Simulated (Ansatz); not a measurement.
```yaml
atoms:
  - { symbol: C, position_ang: [-0.6950, 1.2038, 0.0000] }
  - { symbol: C, position_ang: [1.3900, 0.0000, 0.0000] }
  - { symbol: H, position_ang: [-2.4800, 0.0000, 0.0000] }
  - { symbol: H, position_ang: [-1.2400, -2.1477, 0.0000] }
  - { symbol: H, position_ang: [1.2400, -2.1477, 0.0000] }
  - { symbol: H, position_ang: [1.2400, 2.1477, 0.0000] }
  - { symbol: C, position_ang: [0.6950, -1.2038, 0.0000] }
  - { symbol: H, position_ang: [2.4800, 0.0000, 0.0000] }
  - { symbol: C, position_ang: [-1.3900, 0.0000, 0.0000] }
  - { symbol: C, position_ang: [-0.6950, -1.2038, 0.0000] }
  - { symbol: H, position_ang: [-1.2400, 2.1477, 0.0000] }
  - { symbol: C, position_ang: [0.6950, 1.2038, 0.0000] }
```

Basis set: 6-31G (spherical functions). Correlated methods keep 6 orbitals frozen. Charge 0, multiplicity 1.

Computed with Ansatz (development build ahead of 0.2.0); each method stands on the lowest determinant of its kind that the runs found. Restricted open shells among the atoms or ions are ROHF, correlated in semicanonical orbitals with singles.

Q: Give the atomization energy at this shape (free ground-state atoms in the same class of orbitals less the molecule, no zero-point energy) of singlet C₆H₆ by RHF-MP2, RHF.

A:

```
 method  atomization energy
RHF-MP2    1219.22 kcal/mol
    RHF     986.88 kcal/mol
```

This basis has no polarisation functions and is too small for such energies, which can lie far from measured ones in either direction.
